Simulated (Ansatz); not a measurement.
Z-matrix (Å, degrees):
```
C
N 1 1.456
F 1 1.370 2 111.4
Ga 1 2.045 2 87.3 3 -121.4
H 1 1.093 2 109.0 3 118.8
C 2 1.281 1 109.0 3 133.8
H 4 1.568 1 145.6 2 145.0
H 6 1.091 2 119.1 1 172.2
```

The species carries charge 0 and has multiplicity 1.

Problem. List the CAM-B3LYP/def2-TZVPP orbital energies in eV (Ansatz). (Estimate.)

Solution. Ansatz gave: Occupied: -10140.04, -1251.68, -1108.99, -1108.89, -1108.86, -673.23, -392.06, -281.29, -279.97, -151.99, -105.49, -105.22, -105.16, -34.85, -27.93, -25.24, -25.17, -25.11, -25.03, -24.93, -20.71, -17.49, -15.85, -15.73, -14.67, -13.33, -12.43, -11.90, -10.96, -8.97, -8.13. Lowest empty: -1.18, 0.54, 1.04, 1.58, 3.11, 3.34, 3.72, 4.20.
